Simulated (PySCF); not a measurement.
Isomers of C6H11B, from PBE0-D3(BJ)/def2-SVP geometry optimisation, gas phase (PySCF). One conformer each, no zero-point energy, no frequencies.

**Question.** Which is lower in electronic energy at this level?
A. `[BH2:1][C@@H:2]1[CH:3]=[CH:4][CH2:5][CH2:6][CH2:7]1` with H–B1–C2–C3 -22° and 166°, B1–C2–C3–C4 -153°, C3–C4–C5–C6 -15°, C4–C5–C6–C7 46°, C5–C6–C7–C2 -59°: A = 4621, B = 2357, C = 1672 MHz, dipole 0.89 D
B. `[CH2:1]=[CH:2][CH2:3][BH:4][C:5](=[CH2:6])[CH3:7]` with C1–C2–C3–B4 -78°, C2–C3–B4–C5 -85°, C3–B4–C5–C6 -179°: A = 4497, B = 1530, C = 1401 MHz, dipole 0.76 D

**Answer.** A. That is `B[C@@H]1C=CCCC1`, 12.5 kcal/mol below the other.

```csv
SMILES,mapped SMILES,E (Eh),relative (kcal/mol),relative (kJ/mol),dipole (D)
B[C@@H]1C=CCCC1,[BH2:1][C@@H:2]1[CH:3]=[CH:4][CH2:5][CH2:6][CH2:7]1,-259.57509,0.0,0.0,0.89
C=CCBC(=C)C,[CH2:1]=[CH:2][CH2:3][BH:4][C:5](=[CH2:6])[CH3:7],-259.55519,12.5,52.3,0.76
```
